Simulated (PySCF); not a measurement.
From computed data to an observable: chemical shift, span and skew from a shielding tensor

C₂H₅ClO₂Si, SMILES C=C(Cl)[SiH](O)O. Atoms are numbered in the order given.

```xyz
11

C     -2.0810    -0.0281     0.1584
C     -0.8220     0.2507    -0.1879
Cl    -0.4162     1.8223    -0.9059
Si     0.6627    -0.8916     0.0156
O      1.8909     0.0194     0.6648
O      0.2781    -2.1469     1.0267
H     -2.9072     0.6753     0.0200
H     -2.2997    -1.0046     0.6006
H      1.0313    -1.5130    -1.2745
H      1.8150     0.9707     0.5124
H      0.2229    -1.9412     1.9680
```

The structure is a stationary point at B3LYP-D3(BJ)/def2-SVP. The structure was generated by enumeration, and PubChem lists no compound with its InChIKey, so it may never have been made. One conformer was computed; it need not be the lowest.

GIAO shieldings from PBE/pcSseg-1 (PySCF), non-relativistic, no solvent. The symmetric part of the tensor of C1 has the principal values -66.6, 64.2, 147.0 ppm. The same nucleus in TMS has σ = 182.0 ppm at this level (PySCF, at its B3LYP-D3(BJ)/def2-TZVP geometry). Without spin–orbit terms, shifts of atoms bonded to Cl or Br come out too high.

Question: Work out the isotropic shielding, the ¹³C shift against TMS, the span and the skew.

Answer: 
σ(iso) = (σ11 + σ22 + σ33)/3 = 48.2 ppm. δ = σ(ref) − σ(iso) = 182.0 − (48.2) = 133.8 ppm.
Span Ω = σ33 − σ11 = 213.6 ppm. Skew κ = 3(σ(iso) − σ22)/Ω = -0.22. Tumbling in solution averages the tensor to δ; in a static solid the shielding alone would spread this spin-1/2 line over Ω.
